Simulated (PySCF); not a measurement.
## Electron correlation in Te(3+) (tellurium, charge +3)

[Kr] 4d10 5s2 5p1, 2P determinant. Calculation: PySCF 2.14, in aug-cc-pwCVTZ-PP with ECP28MDF (8s7p6d4f1g, 96 functions); a scalar-relativistic core potential. Frozen: 4s2 4p6 4d10; 3 electrons correlated.

```tsv
level	correlation energy (mhartree)
CCSD	-49.00
(T)	-0.60
CCSD(T)	-49.60
```

Diagnostics: T1 = 0.0076, D1 = 0.0174, largest double amplitude 0.092.

Cost of the coupled-cluster step: roughly 30 core-seconds, for 3 correlated electrons.

Iterations:

```
CC2 = 0
CCSD nocc = (np.int64(2), np.int64(1)), nmo = (87, 87)
frozen orbitals [[0, 1, 2, 3, 4, 5, 6, 7, 8], [0, 1, 2, 3, 4, 5, 6, 7, 8]]
max_cycle = 100
direct = 0
conv_tol = 1e-08
conv_tol_normt = 1e-06
diis_space = 8
diis_start_cycle = 0
Init t2, MP2 energy = -0.0374640844796603
Init E_corr(UCCSD) = -0.0374640844818087
cycle = 1  E_corr(UCCSD) = -0.0451789965759891  dE = -0.00771491209  norm(t1,t2) = 0.0388266
cycle = 2  E_corr(UCCSD) = -0.0475813937773986  dE = -0.0024023972  norm(t1,t2) = 0.0148189
cycle = 3  E_corr(UCCSD) = -0.049009405314902  dE = -0.00142801154  norm(t1,t2) = 0.00615817
cycle = 4  E_corr(UCCSD) = -0.0489951281423584  dE = 1.42771725e-05  norm(t1,t2) = 0.000592696
cycle = 5  E_corr(UCCSD) = -0.0489998523342237  dE = -4.72419187e-06  norm(t1,t2) = 6.48498e-05
cycle = 6  E_corr(UCCSD) = -0.0489990797685994  dE = 7.72565624e-07  norm(t1,t2) = 7.45165e-06
cycle = 7  E_corr(UCCSD) = -0.0489992325533994  dE = -1.527848e-07  norm(t1,t2) = 1.52014e-06
cycle = 8  E_corr(UCCSD) = -0.0489992347216635  dE = -2.16826404e-09  norm(t1,t2) = 3.41444e-07
UCCSD converged
E(UCCSD) = -265.1061798704076  E_corr = -0.04899923472166349
UCCSD(T) correction = -0.000601017657234203
```
